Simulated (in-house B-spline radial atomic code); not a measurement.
**Removing one electron from neutral xenon**

Closed shell [Kr] 4d10 5s2 5p6. Computed with an all-electron radial atomic-structure program (B-spline basis): Koopmans values of Dirac-Hartree-Fock plus a diagonal self-energy, in second order or with its direct term screened (direct RPA, with the hole-particle interaction, or full time-dependent Hartree-Fock), linearised in energy; no-pair Dirac-Coulomb Hamiltonian, finite nucleus. Shifts add to the Koopmans value (the ΔSCF shift is orbital relaxation alone); the final value takes TDHF screening with Breit and QED.

Command:
```bash
python run_mb.py task.json out
```
Settings (nuclear radius in fm, box in bohr, cutoff in hartree):
```
basis_form          2
Z                   54
core_configuration  [Kr] 4d10 5s2 5p6
rms_radius          4.7859
mass_number         132
speed_of_light      137.036
box_radius          30.116
lmax                7
intervals           66
virtual_cutoff      11664.0
```

Run time, properties included: 95 s on 1 thread of Arm Neoverse V2, with other jobs on the host.

Energies in eV:

```json
{"subshell": "5p3/2", "Koopmans": "11.968", "ΔSCF shift": "-0.741", "second order": "?", "direct RPA": "?", "hole-particle": "?", "TDHF": "?", "Breit + QED": "?", "final": "?"}
{"subshell": "5p1/2", "Koopmans": "13.404", "ΔSCF shift": "-0.844", "second order": "0.246", "direct RPA": "0.427", "hole-particle": "0.140", "TDHF": "0.151", "Breit + QED": "-0.015", "final": "13.540"}
```

Question: What does the self-energy do to 5p3/2?

Answer: It shifts the removal energy by 0.357 eV in second order, 0.443 with direct RPA, 0.218 with the hole-particle term and 0.242 with TDHF screening (quasi-particle weight 0.925); Breit and QED add 0.001 eV. The final value is 12.210 eV, against 12.130 eV (NIST, measured).
